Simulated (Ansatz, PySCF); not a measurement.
C₃H₅BO, SMILES OB1C=CC1. Atoms are numbered in the order given.

```xyz
10

O     -0.1478     1.9003     0.0000
B     -0.0710     0.5535     0.0000
C     -1.1230    -0.5912     0.0000
C     -0.0955    -1.4765     0.0000
C      1.1201    -0.5455     0.0000
H      0.7185     2.3278     0.0000
H     -2.1978    -0.7847     0.0000
H     -0.1042    -2.5762     0.0000
H      1.7651    -0.6216    -0.8938
H      1.7651    -0.6216     0.8938
```
Charge 0, spin multiplicity 1.

The structure is a stationary point at B3LYP-D3(BJ)/def2-SVP. This is a generated structure with no PubChem entry under its InChIKey; it may be hypothetical. One conformer was computed; it need not be the lowest.

Two levels are set side by side: PBE-D3(BJ)/def2-SVP (Ansatz, a quantum-chemistry and plane-wave program) and B3LYP-D3(BJ)/def2-SVP (Ansatz). Each level has its own optimised geometry; the coordinates shown are those of the second. Frequencies come from the Hessian of PySCF at each geometry. Differences are taken from unrounded values.

| quantity | B3LYP-D3(BJ) | PBE-D3(BJ) | PBE-D3(BJ) minus B3LYP-D3(BJ) |
|---|---|---|---|
| mean bond length (Å) | 1.278 | 1.285 | 0.007 |
| bond O1–B2 (Å) | 1.349 | 1.358 | 0.009 |
| bond B2–C3 (Å) | 1.555 | 1.558 | 0.003 |
| bond B2–C5 (Å) | 1.621 | 1.624 | 0.003 |
| bond C3–C4 (Å) | 1.356 | 1.366 | 0.009 |
| bond C4–C5 (Å) | 1.531 | 1.531 | 0.000 |
| bond O1–H6 (Å) | 0.966 | 0.975 | 0.009 |
| bond C3–H7 (Å) | 1.092 | 1.100 | 0.008 |
| bond C4–H8 (Å) | 1.100 | 1.109 | 0.009 |
| bond C5–H9 (Å) | 1.105 | 1.112 | 0.008 |
| bond C5–H10 (Å) | 1.105 | 1.112 | 0.008 |
| highest harmonic wavenumber (cm⁻¹) | 3841 | 3728 | -113 |
| mean harmonic wavenumber (cm⁻¹) | 1415 | 1377 | -38 |
| zero-point energy (kcal/mol) | 48.54 | 47.24 | -1.30 |

Exact exchange shortens and stiffens bonds; PBE has none. Differences between two approximate levels are no errors against the true value.
